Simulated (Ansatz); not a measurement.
Computed with PBE0-D3(BJ)/def2-TZVP (Ansatz, a program for electronic structure). No frequencies were computed at this level.

Ansatz 0.2 input:
```yaml
crystal:
  periodic: [false, false, false]
  atoms:
    - { symbol: B, position_ang: [1.264202, 0.190325, 0.003445] }
    - { symbol: N, position_ang: [-0.02279, -0.229721, 0.393767] }
    - { symbol: B, position_ang: [-1.248611, -0.033512, -0.272565] }
    - { symbol: H, position_ang: [1.38977, 0.782835, -0.995644] }
    - { symbol: H, position_ang: [2.182149, -0.062397, 0.687729] }
    - { symbol: H, position_ang: [-0.073435, -0.738393, 1.267261] }
    - { symbol: H, position_ang: [-1.257492, 0.546701, -1.286597] }
    - { symbol: H, position_ang: [-2.233794, -0.455839, 0.202603] }
basis:
  gaussian: { orbitals: def2-tzvp }
hamiltonian:
  xc: pbe0
  dispersion: d3bj
relax:
  max_steps: 150
```

Output:

```
Functional definition: PBE0
713 factors; their error is unknown
mean field evaluation 1: about -2916.9047 eV, gradient 5.2e1 eV
mean field evaluation 2: about -2911.5906 eV, gradient 7.0e1 eV
mean field evaluation 4: about -2922.2958 eV, gradient 1.9e0 eV
mean field evaluation 8: about -2922.3042 eV, gradient 2.2e-2 eV
mean field -2922.30156662 eV, -107.3926017662 hartree, gradient 4.7e-5 eV, S^2 0.000000; 0 other end points of the search recorded, 0 dependent functions left out
reference -2922.30159924 eV, -107.3926029651 hartree; 11, 11 occupied and 112, 112 virtual orbitals, 713 factors
relax step   1: F+E_penalty+E_count = -2922.39150364 eV  Δ(F+E_penalty+E_count) = +0.000e0 eV  max|allowed force component| = 5.775e-1 eV/Å  Δτ_max = 0.0000 Å  (24 SCF iters, accepted)
these checks for a lower state are left out or cut short: starts, cluster_reference, orbital_swaps, neighbouring_geometries, increment
713 factors; their error is unknown
mean field evaluation 16: about -2922.3343 eV, gradient 1.5e0 eV
mean field -2922.33542590 eV, -107.3938460716 hartree, gradient 1.2e-5 eV, S^2 0.000000; 0 other end points of the search recorded, 0 dependent functions left out
reference -2922.33545860 eV, -107.3938472735 hartree; 11, 11 occupied and 112, 112 virtual orbitals, 713 factors
relax step   2: F+E_penalty+E_count = -2922.42523931 eV  Δ(F+E_penalty+E_count) = -3.374e-2 eV  max|allowed force component| = 2.138e-1 eV/Å  Δτ_max = 0.0225 Å  (29 SCF iters, accepted)
these checks for a lower state are left out or cut short: starts, cluster_reference, orbital_swaps, neighbouring_geometries, increment
713 factors; their error is unknown
mean field -2922.34016093 eV, -107.3940200810 hartree, gradient 1.2e-5 eV, S^2 0.000000; 0 other end points of the search recorded, 0 dependent functions left out
reference -2922.34019369 eV, -107.3940212847 hartree; 11, 11 occupied and 112, 112 virtual orbitals, 713 factors
relax step   3: F+E_penalty+E_count = -2922.42998547 eV  Δ(F+E_penalty+E_count) = -4.746e-3 eV  max|allowed force component| = 5.457e-2 eV/Å  Δτ_max = 0.0189 Å  (29 SCF iters, accepted)
these checks for a lower state are left out or cut short: starts, cluster_reference, orbital_swaps, neighbouring_geometries, increment
713 factors; their error is unknown
mean field evaluation 32: about -2922.3405 eV, gradient 2.2e-1 eV
mean field -2922.34054433 eV, -107.3940341706 hartree, gradient 1.3e-5 eV, S^2 0.000000; 0 other end points of the search recorded, 0 dependent functions left out
reference -2922.34057709 eV, -107.3940353743 hartree; 11, 11 occupied and 112, 112 virtual orbitals, 713 factors
relax step   4: F+E_penalty+E_count = -2922.43049003 eV  Δ(F+E_penalty+E_count) = -5.046e-4 eV  max|allowed force component| = 3.292e-2 eV/Å  Δτ_max = 0.0180 Å  (29 SCF iters, accepted)
these checks for a lower state are left out or cut short: starts, cluster_reference, orbital_swaps, neighbouring_geometries, increment
713 factors; their error is unknown
mean field -2922.34061448 eV, -107.3940367486 hartree, gradient 1.1e-5 eV, S^2 0.000000; 0 other end points of the search recorded, 0 dependent functions left out
reference -2922.34064724 eV, -107.3940379525 hartree; 11, 11 occupied and 112, 112 virtual orbitals, 713 factors
relax step   5: F+E_penalty+E_count = -2922.43053539 eV  Δ(F+E_penalty+E_count) = -4.536e-5 eV  max|allowed force component| = 3.770e-3 eV/Å  Δτ_max = 0.0019 Å  (21 SCF iters, accepted)
713 factors; their error is unknown
mean field -2922.34061448 eV, -107.3940367486 hartree, gradient 1.1e-5 eV, S^2 0.000000; 1 other end points of the search recorded, 0 dependent functions left out
reference -2922.34064724 eV, -107.3940379525 hartree; 11, 11 occupied and 112, 112 virtual orbitals, 713 factors
Total energy: -2922.43056815 eV, -107.3973424849 hartree
Atom 0 at     1.256256     0.188819     0.004065 Å, force     0.003735     0.000306     0.000354 eV/Å
Atom 1 at    -0.024584    -0.247181     0.424260 Å, force    -0.000059    -0.000967     0.001354 eV/Å
Atom 2 at    -1.240827    -0.033702    -0.270283 Å, force    -0.003770    -0.000385    -0.000443 eV/Å
Atom 3 at     1.345155     0.791387    -1.022668 Å, force    -0.001317    -0.000166     0.000117 eV/Å
Atom 4 at     2.212091    -0.054401     0.681552 Å, force    -0.000979    -0.000254     0.000106 eV/Å
Atom 5 at    -0.075135    -0.755435     1.296571 Å, force     0.000125     0.001485    -0.002193 eV/Å
Atom 6 at    -1.210360     0.563698    -1.303413 Å, force     0.001314     0.000038     0.000379 eV/Å
Atom 7 at    -2.262597    -0.453186     0.189915 Å, force     0.000952    -0.000057     0.000327 eV/Å
Dipole moment:    -0.013293    -0.133674     0.229424 e Å
```

Cost: around 13 core-seconds (rough).
